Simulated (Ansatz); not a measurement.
Calculated with Ansatz (gas phase, PBE0-D4/def2-TZVP geometries, no zero-point term in ΔE). CCSD(T)/CBS is the MP2 limit (def2-TZVPP, def2-QZVPP) plus CCSD(T) − MP2 in def2-TZVPP, frozen cores. DFT in def2-TZVPP. For Ge outer-core shells are correlated without core-valence functions, which leaves a few kJ/mol of doubt a bond. Scalar relativity is left out up to krypton. Each species was taken in one conformer, which may not be the lowest.

`C[SiH2][BH][GeH3]` → `B[CH2][GeH2][SiH3]`  (isomerisation)

`C[SiH2][BH][GeH3]`:

```xyz
13

C     1.818    0.374    0.628
Si    0.091    0.788    1.230
B    -1.397   -0.106    0.229
Ge   -1.158   -0.929   -1.642
H     2.040   -0.685    0.783
H     2.570    0.958    1.163
H     1.917    0.585   -0.439
H    -0.186    2.245    1.006
H    -0.007    0.553    2.700
H    -2.486   -0.161    0.722
H    -0.762   -2.406   -1.412
H    -0.015   -0.290   -2.454
H    -2.425   -0.926   -2.515
```

`B[CH2][GeH2][SiH3]`:

```xyz
13

B     0.509   -0.652   -1.450
C     0.281   -1.706   -0.383
Ge   -0.620   -0.392    0.862
Si   -0.004    1.896    0.546
H     1.516    0.001   -1.453
H    -0.356   -0.378   -2.235
H    -0.471   -2.477   -0.551
H     1.140   -2.084    0.168
H    -0.210   -0.805    2.286
H    -2.140   -0.555    0.699
H     1.451    2.069    0.792
H    -0.757    2.710    1.539
H    -0.339    2.373   -0.819
```

| species | PBE-D4 energy (Eh) |
| --- | --- |
| `C[SiH2][BH][GeH3]` | -2434.28055 |
| `B[CH2][GeH2][SiH3]` | -2434.29961 |

(1) Work out ΔE.

Largest T1 diagnostic among the species: 0.012.

Answers

(1) ΔE = (-2434.29961) − (-2434.28055) = -0.01906 Eh = -50.0 kJ/mol. CCSD(T)/CBS gives -51.6 kJ/mol.

In def2-TZVPP, CCSD(T) changes the Hartree–Fock value by −13.8 kJ/mol (the triples alone add −3.3 kJ/mol) and MP2 by −23.6 kJ/mol. The D4 term adds −3.6 kJ/mol with B3LYP and −1.7 kJ/mol with PBE0; it sums over pairs of atoms, weighted by their polarisabilities, and B3LYP, whose exchange is more repulsive, gets the larger term.

B3LYP here is the variant with VWN-RPA as its local correlation; programs differ in this.
